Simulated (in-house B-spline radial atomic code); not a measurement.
A fraction x of an electron is added to 5d in La, starting from [Xe] 5d1 6s2 and keeping the highest spin. Method: scalar-relativistic (X2C) AM05, spin-polarised, spherical fractional occupations, Fermi nucleus of rms radius 4.855 fm. Calculated with a B-spline radial code for spherical atoms.

| x | E(x) - E(0) (eV) | 5d up level (eV) |
| --- | --- | --- |
| 0 | 0.0000 | -3.297 |
| 0.1 | -0.3006 | -2.719 |
| 0.2 | -0.5444 | -2.159 |
| 0.3 | -0.7332 | -1.621 |
| 0.4 | ? | ? |
| 0.5 | ? | ? |
| 0.6 | -0.9925 | -0.146 |

Task: What belongs in the row x = 0.4?

Result: An energy change of -0.8692 eV; 5d up at -1.104 eV.

Task: What belongs in the row x = 0.5?

Result: An energy change of -0.9548 eV; 5d up at -0.612 eV.

Task: Check Janak's theorem between x = 0.1 and 0.2.

Result: The slope of the energy is -2.44 eV; the orbital levels give -2.44 eV (ε of the filling orbital, averaged over the two points).

Task: Up to what added charge does this functional bind the extra electron?

Result: The highest level rises by about 4.7 eV per electron near x = 0.6 and would reach zero near x = 0.63, so a whole extra electron isn't bound at the basis-set limit.
